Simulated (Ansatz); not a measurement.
Ansatz results at the PBE0-D4/def2-TZVP geometry: HOMO–LUMO gap (PBE/def2-TZVPP) 3.68 eV; HOMO–LUMO gap (PBE0/def2-TZVPP) 5.80 eV; size of the dipole moment (PBE/def2-TZVPP) 1.38 D.

Each molecule was computed in one conformer, which needn't be the lowest.

**Question.** Which molecule gave them?
A. `[SiH3][O][In]([SH])[Br]`
B. `[OH][In]([F])[F]`
C. `[F][InH2]`
D. `C[NH][In]([F])[F]`

**Answer.** A. The others give `C[NH][In]([F])[F]`: 3.00, 5.26, 4.04; `[OH][In]([F])[F]`: 4.16, 6.82, 2.14; `[F][InH2]`: 4.73, 6.91, 2.85.
